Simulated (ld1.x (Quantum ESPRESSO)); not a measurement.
# tungsten: excitation energies, all-electron against TM

* Element: W
* Generator: ld1.x (Quantum ESPRESSO) 7.5
* Type: norm-conserving Troullier–Martins (Kleinman–Bylander form)
* Functional: PBEsol
* Relativity: scalar-relativistic
* Frozen core: [Xe] 4f14
* Valence charge: 6
* Reference configuration: 5d4 6s1.5 6p0 (charge +0.5)
* Partial waves: 6p (bound, empty): rc 2.70 bohr; 5d (bound): rc 2.15 bohr; 6s (bound): rc 2.05 bohr
* Local potential: the s channel
* Core correction: none

Energies are relative to the spin-unpolarised reference configuration 5d4 6s1.5 6p0; without spin polarisation the order of configurations can differ from experiment.

```tsv
valence configuration	charge	ΔE all-electron (eV)	error AE − PS (meV)
5d4 6s1 6p0	+1	5.273	-1.4
5d4 6s0 6p0	+2	20.968	+11
5d5 6s0 6p0	+1	6.072	-14
5d2 6s0 6p0	+4	83.598	-134
5d4 6s0 6p1	+1	10.783	+3.6
```

Task: What are ΔE and the potential's error for 5d3 6s2 6p0?

Result: ΔE = 5.222 eV all-electron; the error (AE − PS) is +11 meV.

Task: What are ΔE and the potential's error for 5d4 6s2 6p0?

Result: ΔE = -3.652 eV all-electron; the error (AE − PS) is +1.4 meV.

ld1.x printed “convergence not achieved” for 3 of the counted tests; their residual had stalled under 1e-8, short of the target of 1e-14.
